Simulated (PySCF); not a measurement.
Radial density of Ho+ (holmium, charge +1)

UHF, [Xe] 4f10 6s2, one real determinant (an excited configuration). Calculation: PySCF 2.14, in x2c-TZVPPall (11s7p7d4f2g, 113 functions); scalar relativity by spin-free X2C-1e.

| r (bohr) | 4πr²ρ (e/bohr) | 4πr²(ρα − ρβ) |
| --- | --- | --- |
| 0.0249 | 79.42 | 0.0034 |
| 0.0419 | 97.49 | 0.0053 |
| 0.0706 | 118.2 | -0.0004 |
| 0.119 | 90.28 | 0.0795 |
| 0.200 | 103.4 | 0.9066 |
| 0.336 | 47.61 | 3.7489 |
| 0.565 | 53.08 | 5.4786 |
| 0.950 | 17.73 | 2.7237 |
| 1.60 | 6.703 | 0.3857 |
| 2.69 | 1.169 | -0.0119 |
| 4.52 | 0.4134 | -0.0034 |
| 7.60 | 0.01139 | -0.0007 |

Densities and radii are taken from the X2C orbitals without a picture-change correction, which distorts them close to the nucleus.

⟨L²⟩ = 34.03 against 42 for a pure I term, so this real determinant mixes terms. Spin-orbit coupling, absent here, splits the open shell strongly.

Question: Where is the radial spin density 4πr²(ρα − ρβ) most negative, and why is it negative at all?

Answer: Around r = 2.69 bohr, down to -0.0119 e/bohr: exchange with the open shell polarises the paired shells in an unrestricted calculation.
